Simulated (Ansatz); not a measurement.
Cost and result for the atomization energy of C3H7FSn (`C=[C](F)[SnH2][CH3]`) (12 atoms, 11 bonds).

```xyz
12

C     1.126   -1.730   -0.156
C    -0.162   -1.503   -0.350
F    -0.960   -2.532   -0.716
Sn   -1.158    0.387   -0.138
C     0.323    1.810    0.448
H     1.556   -2.718   -0.284
H     1.778   -0.917    0.137
H    -1.867    0.800   -1.637
H    -2.380    0.229    1.044
H     0.773    1.509    1.395
H    -0.131    2.793    0.571
H     1.100    1.873   -0.314
```

Charge 0, multiplicity 1. Correlated methods include outer-core shells of Sn, which these sets cover unevenly. Sn: def2 effective core potential. The geometry is a stationary point of PBE0-D4/def2-TZVP. It is one conformer, not always the lowest. Program: Ansatz. All runs use 4 threads of an AMD EPYC on a shared host. Times are those of one run each, without the atoms' runs, and a repeat can differ threefold. Electronic energies, without spin–orbit coupling; frozen cores. CCSD(T)/CBS adds CCSD(T) − MP2 in def2-TZVPP to the MP2 limit, and its time is that of the two runs behind it. T1 = 0.013. With those shells the extrapolation isn't a true limit. B3LYP takes the VWN-RPA correlation (the form of Gaussian; ORCA's B3LYP/G).

CCSD(T)/CBS is a level of theory with its own doubt, some kJ/mol a heavy atom from the limit and from the frozen cores, so smaller differences don't rank the functionals.

| level | functions | wall time | atomization (kcal/mol) | difference from CCSD(T)/CBS | per bond |
| --- | --- | --- | --- | --- | --- |
| PBE-D4/def2-TZVPP (with forces) | 272 | 5 s | 1036.2 | 16.6 | 1.5 |
| PBE0-D4/def2-TZVPP | 272 | 6.5 s | 1017.7 | -1.9 | -0.2 |
| r2SCAN-D4/def2-TZVPP (with forces) | 272 | 7.5 s | 1017.8 | -1.8 | -0.2 |
| B3LYP-D4/def2-TZVPP (with forces) | 272 | 9.6 s | 1014.7 | -4.9 | -0.5 |
| B2PLYP/def2-TZVPP | 272 | 13 s | 1003.9 | -15.7 | -1.4 |
| ωB97X-V/def2-TZVPP | 272 | 14 s | 1019.7 | 0.1 | 0.0 |
| ωB97M-V/def2-TZVPP (with forces) | 272 | 20 s | 1017.7 | -1.9 | -0.2 |
| MP2/def2-QZVPP | 520 | 55 s | 1017.5 | -2.1 | -0.2 |
| CCSD(T)/def2-TZVPP | 272 | 9.9 min | 995.3 | -24.3 | -2.2 |
| CCSD(T)/CBS(def2) | – | 11 min | 1019.6 | 0.0 | 0.0 |

From PBE to PBE0 (25 % exact exchange), in def2-TZVPP and without D4, the atomization energy moves by −17.6 kcal/mol: exact exchange takes away binding that semilocal exchange gives to molecules. In def2-TZVPP, CCSD(T) changes the Hartree–Fock value by +257.6 kcal/mol (the triples alone add +16.0 kcal/mol) and MP2 by +265.4 kcal/mol; breaking electron pairs costs correlation energy, which Hartree–Fock lacks. The D4 term adds +9.2 kcal/mol with B3LYP and +4.8 kcal/mol with PBE0; it sums over pairs of atoms, weighted by their polarisabilities, and B3LYP, whose exchange is more repulsive, gets the larger term.

Spin–orbit coupling would lower the free Sn atoms strongly, and the atomization energy with them, by more than many differences here. For some Ge, Se and Sn compounds the MP2-based and the directly extrapolated limit differ by 10 to 25 kJ/mol.
